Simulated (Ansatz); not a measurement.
`C[NH][InH][Cl]` + H₂ → `C[NH][InH2]` + HCl at 500 K and 1 bar (hydrogenolysis of the In–Cl bond).

Isolated molecules relaxed with PBE0-D4/def2-TZVP in Ansatz; ΔE leaves out vibrations. CCSD(T)/CBS adds triple-zeta CCSD(T) − MP2 to the extrapolated MP2 energy (def2 sets, frozen cores). This one scheme is used for every species. def2 core potentials past Kr. For In outer-core shells are correlated without core-valence functions, which leaves a few kJ/mol of doubt a bond. One conformer a species, not always the lowest.

```csv
species,CCSD(T)/CBS energy (Eh),H − E (kJ/mol),S (J/(mol·K))
`C[NH][InH][Cl]`,-745.39749,202.9,414.6
H₂,-1.17544,41.0,145.5
`C[NH][InH2]`,-286.14916,209.9,370.3
HCl,-460.38127,32.5,201.9
```

H − E and S are ideal-gas, rigid-rotor, harmonic terms from PBE0-D4/def2-TZVP, for one conformer and one mirror image of each species. For small species the MP2-based limit differs from directly extrapolated CCSD(T) by up to some mEh (0.8 for H₂); such offsets cancel only in part. 1 Eh = 2625.50 kJ/mol, R = 8.31446 J/(mol·K).

By hand: ΔE, ΔH, ΔS and ΔG.

ΔE = (-286.14916) + (-460.38127) − (-745.39749) − (-1.17544) = 0.04250 Eh = 111.6 kJ/mol. Δ(H − E) = 209.9 + 32.5 − 202.9 − 41.0 = -1.5, so ΔH = 110.1 kJ/mol. ΔS = 370.3 + 201.9 − 414.6 − 145.5 = 12.1 J/(mol·K). ΔG = 110.1 − 500 × (12.1)/1000 = 104.0 kJ/mol.

By hand: the equilibrium constant, and the temperature at which ΔG would vanish if ΔH and ΔS stayed fixed.

log₁₀ K = −ΔG/(RT ln 10) = -10.9. ΔG = 0 at ΔH/ΔS = 9099 K, far beyond where these terms or the molecules hold.

The number of gas molecules stays the same, so ΔS is small and ΔH decides. A doubt of 5 kJ/mol in ΔE shifts log₁₀ K by 0.5 here. Other conformers and mirror images would add mixing entropy, several J/(mol·K) or more a flexible species. These are equilibria of isolated gas molecules and say nothing of rates. Largest T1 diagnostic: 0.016 (customary marks: 0.02 for closed shells, 0.045 for open ones).
